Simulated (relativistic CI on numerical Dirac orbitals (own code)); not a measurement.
**One change at a time: Re XLI**

Base calculation: Dirac-Coulomb-Breit CI, KLI orbitals optimised for each configuration, model QED (radiative potential, 1s self-energy scaled to tabulated hydrogen-like ionisation energies), unscaled Slater integrals.

CI space (outside the closed core [Ar] 3d10): 4s²4p⁵, 4s4p⁶, 4s²4p⁴4d, 4s4p⁵4d, 4s²4p⁴4f, 4s4p⁵4f, 4p⁶4d, 4s4p⁴4d², 4s²4p³4d4f, 4p⁶4f, 4p⁵4d4f, 4s4p⁴4f², 4s²4p⁴5s, 4p⁶5s, 4s²4p⁴5p, 4s4p⁴4d5s, 4s²4p³4f5s, 4s4p⁵5s, 4s²4p⁴5d, 4s4p⁵5p, 4s²4p⁴5f, 4s²4p⁴5g, 4s4p⁵5d, 4p⁵4f5s, 4s4p⁵5f, 4s²4p⁴6s, 4s²4p⁴6p, 4s²4p³4d², 4s²4p²4d³, 4s4p³4d³, 4s²4p²4d²4f, 4s4p³4d²4f, 4s²4p²4d²5s, 4p⁵4d², 4p⁴4d³, 4p⁴4d²4f, 4p⁴4d²5s, 4p⁵4d5s, 4p⁴4d4f5s, 4p⁴4d5s², 4s²4p³5s², 4s²4p²4d5s², 4s4p³4d5s², 4s²4p²4f5s², 4s4p³4f5s². Double excitations out of closed p, d and f shells are left out; levels of such configurations are missing from the list, as are those of other unlisted configurations, and high levels can miss mixing partners. These lack a partner that the ground configuration has and come out too high: 4s²4p⁴5p, 4s4p⁵5s, 4s²4p⁴5d, 4s4p⁵5p, 4s²4p⁴5f.

Variants: (1) valence Slater integrals scaled by 0.9; (2) one mean potential for all configurations; (3) only the first 3 configurations. Shifts of the energy above 4s²4p⁵ ²P°3/2, in cm⁻¹, for the lowest level and the first level of each name with at least 55 % of one term (blank where a level changes its place among those of its configuration and J or its character, or is not in the variant):

```
         Level     Base    Δ(1)  Δ(2)   Δ(3)
 4s²4p⁵ ²P°3/2        0       0     0      0
 4s²4p⁵ ²P°1/2   803575   +1006   +11  +5440
4s²4p⁴4d ²D3/2  1343602   -1824   -63  +3526
4s²4p⁴4d ⁴F9/2  1422030   +5689   -68   -420
   4s4p⁶ ²S1/2  1708340   +6368  +121  +9873
4s²4p⁴4d ⁴D1/2  1993626  +13111   -82  +5147
4s²4p⁴4d ²G7/2  2078459   +4528   -81  +6860
4s²4p⁴4d ²G9/2  2243880   +4680   -89  +5939
```

At this charge energies of transitions that change n are usually good to better than 1 %, and those within a shell (Δn = 0) to a few per cent.

Ionisation energy from the two ground configurations alone: base 1965.68 eV. The NIST ASD value (theoretical) is 1966 eV.

LS names give the leading component of a level, which can be under half, so a name can repeat, a term be missing and a line seem to break the LS rules.
